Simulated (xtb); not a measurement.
xtb input (GFN-FF):

```bash
xtb mol.xyz --gfnff --opt tight --chrg -1 --uhf 0
```
mol.xyz:
```
6

Ge    -0.00000000    -0.00000000    -0.00000000
H      0.01334437    -0.02292427     1.72509255
H     -0.01334437     0.02292427    -1.72509255
H      1.59004196     0.02108846    -0.01201945
H     -0.81314366     1.36639026     0.02444761
H     -0.77689830    -1.38747872    -0.01242816
```

End of the output:

```
         :::::::::::::::::::::::::::::::::::::::::::::::::::::
         ::                     SUMMARY                     ::
         :::::::::::::::::::::::::::::::::::::::::::::::::::::
         :: total energy              -1.575596512408 Eh    ::
         :: gradient norm              0.000191281662 Eh/a0 ::
         ::.................................................::
         :: bond energy               -0.555024679545 Eh    ::
         :: angle energy               0.003319257402 Eh    ::
         :: torsion energy             0.000000000000 Eh    ::
         :: repulsion energy           0.014709173595 Eh    ::
         :: electrostat energy        -1.036484951890 Eh    ::
         :: dispersion energy         -0.002115311970 Eh    ::
         :: HB energy                  0.000000000000 Eh    ::
         :: XB energy                  0.000000000000 Eh    ::
         :: bonded atm energy          0.000000000000 Eh    ::
         :: external energy            0.000000000000 Eh    ::
         :: add. restraining           0.000000000000 Eh    ::
         :: total charge              -1.000000000000 e     ::
         :::::::::::::::::::::::::::::::::::::::::::::::::::::

           -------------------------------------------------
          |                Property Printout                |
           -------------------------------------------------

molecular dipole:
                 x           y           z       tot (Debye)
 q only:        0.000       0.000       0.000       0.000
           -------------------------------------------------
          |                Geometry Summary                 |
           -------------------------------------------------

      molecular mass/u    :       77.6672539
   center of mass at/Å    :        0.0000000       0.0000000       0.0000000
  moments of inertia/u·Å² :        0.7067997E+01   0.8212209E+01   0.8212209E+01
rotational constants/cm⁻¹ :        0.2385065E+01   0.2052752E+01   0.2052752E+01

 * 5 selected distances

     #   Z          #   Z                                           value/Å
     1  32 Ge       2   1 H                                       1.5233770 (min)
     1  32 Ge       3   1 H                                       1.5233770
     1  32 Ge       4   1 H                                       1.5288682
     1  32 Ge       5   1 H                                       1.5288682
     1  32 Ge       6   1 H                                       1.5288682 (max)

 * 1 distinct bonds (by element types)

   Z      Z             #   av. dist./Å        max./Å        min./Å
   1 H   32 Ge          5     1.5266717     1.5288682     1.5233770

optimized geometry written to: xtbopt.xyz

           -------------------------------------------------
          | TOTAL ENERGY               -1.575596512408 Eh   |
          | GRADIENT NORM               0.000191281662 Eh/α |
           -------------------------------------------------
########################################################################
[WARNING] Runtime exception occurred
Note: The following floating-point exceptions are signalling: IEEE_UNDERFLOW_FLAG IEEE_DENORMAL
normal termination of xtb
-1- gfnff_setup: Could not read topology file.
########################################################################

------------------------------------------------------------------------
------------------------------------------------------------------------
 total:
 SCF:
 ANC optimizer:
```
